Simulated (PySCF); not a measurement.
Species: CH9NSeSi2.
SMILES with atom numbers: `[CH3:1][Si@@H:2]([NH2:3])[Se:4][SiH3:5]` (hydrogens: H6, H7, H8 on C1; H9 on Si2; H10, H11 on N3; H12, H13, H14 on Si5)

Geometry (PBE0-D3(BJ)/def2-SVP, Å), atoms numbered from 1 in this order:
```xyz
14
CH9NSeSi2 angstrom
C     -1.795   -0.939    0.279
Si    -0.835    0.518   -0.391
N     -0.295    1.446    0.964
Se     1.034   -0.116   -1.564
Si     2.261   -0.478    0.327
H     -2.679   -0.599    0.844
H     -2.142   -1.581   -0.544
H     -1.165   -1.545    0.948
H     -1.655    1.255   -1.404
H     -0.807    1.424    1.839
H      0.207    2.318    0.843
H      3.425   -1.307   -0.109
H      1.486   -1.237    1.352
H      2.781    0.785    0.927
```

Method: core-valence-separated Tamm–Dancoff BHandHLYP/aug-pcX-1 (pcseg-1 on H, def2-SVPD on Si, def2-SVPD on Se) in PySCF, non-relativistic, gas phase, PBE0-D3(BJ)/def2-SVP geometry.

Computed carbon K-edge spectrum, Gaussian lines of 0.3 eV full width, highest printed point 100; it ends one width below the last computed root. No empirical shift is added; at this level the pattern usually sits a few eV under experiment.

(photon energy (eV), absorption): (284.8, 0), (284.9, 2), (285.0, 6), (285.1, 11), (285.2, 11), (285.3, 6), (285.4, 2), (285.5, 4), (285.6, 17), (285.7, 46), (285.8, 80), (285.9, 100), (286.0, 93), (286.1, 59), (286.2, 25), (286.3, 17), (286.4, 31), (286.5, 47), (286.6, 48), (286.7, 40), (286.8, 40)

Question: Where are the maxima, and which lines make them up?

Answer: 3 maxima:
- 285.1 eV: C1 (Si-methyl carbon), 285.15 eV, f = 0.005, 100 % of the height at the exact maximum
- 285.9 eV: C1 (Si-methyl carbon), 285.97 eV, f = 0.016, 35 % of the height at the exact maximum; C1 (Si-methyl carbon), 286.01 eV, f = 0.019, 34 % of the height at the exact maximum; C1 (Si-methyl carbon), 285.80 eV, f = 0.024, 32 % of the height at the exact maximum
- 286.5 eV: C1 (Si-methyl carbon), 286.56 eV, f = 0.017, 77 % of the height at the exact maximum; C1 (Si-methyl carbon), 286.44 eV, f = 0.006, 19 % of the height at the exact maximum

Roots within 0.03 eV on the same or equivalent atoms count as one line; shares under 12 % aren't listed.

Vibrational structure and lifetime widths aren't in the curve. The ionisation threshold wasn't computed; near and above it a finite basis only mimics Rydberg series and continuum. The BHandHLYP/aug-pcX-1 (pcseg-1 on H, def2-SVPD on Si, def2-SVPD on Se) calculation is non-relativistic and has no spin–orbit coupling, an omission that weighs most on selenium.

Rough CPU time on one thread of a shared machine: about 19 s.

One conformer stands for the species.
